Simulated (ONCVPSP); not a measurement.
## Transferability test, ONCV potential for B (Z = 5)

B (Z = 5), optimised norm-conserving Vanderbilt (ONCV), made with ONCVPSP 4.0.1 (LDA (Perdew-Zunger), non-relativistic). Core none, reference 1s2 2s2 (charge +1). Waves: 1s+2s: rc 0.55 bohr, ncon 4, nbas 8, qcut 17.6 1/bohr, 2 projectors; p scattering state at 0.16 Ha: rc 0.45 bohr, ncon 4, nbas 8, qcut 17.6 1/bohr, 1 projector. Local part: polynomial inside 0.45 bohr (lpopt 5, dvloc0 1 Ha). Core correction: none.

Energies are relative to the spin-unpolarised reference configuration 1s2 2s2; without spin polarisation the order of configurations can differ from experiment.

| valence configuration | charge | ΔE all-electron (eV) | error AE − PS (meV) |
| --- | --- | --- | --- |
| 1s2 2s2 2p1 | 0 | -8.329 | +0.3 |
| 1s2 2s1 | +2 | 25.297 | +1.4 |
| 1s2 2s0 2p3 | 0 | 3.059 | +10 |

What are ΔE and the potential's error for 1s2 2s0?

ΔE = 62.464 eV all-electron; the error (AE − PS) is +8.1 meV.

Levels in the configuration 1s2 2s1:

```json
{"level": "1s", "all-electron (eV)": "-209.064", "pseudo (eV)": "-208.991"}
{"level": "2s", "all-electron (eV)": "-31.331", "pseudo (eV)": "-31.328"}
```
